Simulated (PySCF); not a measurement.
# Computed properties of Pb(OMe)(NH2) (CH₅NOPb), SMILES C[O][Pb][NH2]

CH5NOPb, SMILES C[O][Pb][NH2] (connectivity only; charge and spin as stated), neutral, multiplicity 1. The structure is a stationary point at PBE0-D3(BJ)/def2-SVP. The def2 effective core potentials stand for the cores of Pb; spin–orbit coupling is left out. The values are those of a single conformer. All values are computed for the isolated molecule unless a solvent is named; none is compared with measurement here.

**Structure.** The optimised structure has Cs symmetry. All 21 harmonic modes at PBE0-D3(BJ)/def2-SVP (PySCF) are real, so it is a minimum. With heavy atoms numbered as in [Pb:1]([O:2][CH3:3])[NH2:7], the shortest bond between them is O2–C3 at 1.384 Å and the longest Pb1–N7 at 2.136 Å.

**Vibrations.** The strongest infrared lines (harmonic, unscaled, degenerate partners summed) lie at 270 cm⁻¹ (200 km/mol, H 82 %, N 17 %), 1160 cm⁻¹ (183 km/mol, C 40 %, O 39 %, H 21 %), 2945 cm⁻¹ (127 km/mol, H 97 %). The softest mode is at 82 cm⁻¹ and the zero-point energy is 40.8 kcal/mol.

**Electronic structure.** ωB97X/def2-TZVP (PySCF) places the frontier levels at -9.20 and 0.02 eV, a gap of 9.22 eV, and gives a dipole moment of 2.53 D and a mean polarisability of 65.0 bohr³. PBE/def2-TZVP (PySCF) at the same geometry gives -5.44 and -2.33 eV, so its gap is 6.11 eV narrower. An orbital gap is neither the optical nor the fundamental gap.

**Excitations.** TDA-CAM-B3LYP/def2-SVPD (PySCF) has S1 at 4.38 eV (283 nm, f = 0.020, weak); the most intense of the 10 singlets computed lies at 6.34 eV (f = 0.18). T1 (TDA) is at 3.51 eV, 0.87 eV under S1. TDA-PBE/def2-SVPD (PySCF) puts S1 at 3.56 eV. No vertical singlet excitation falls in the visible range (under 3.1 eV).
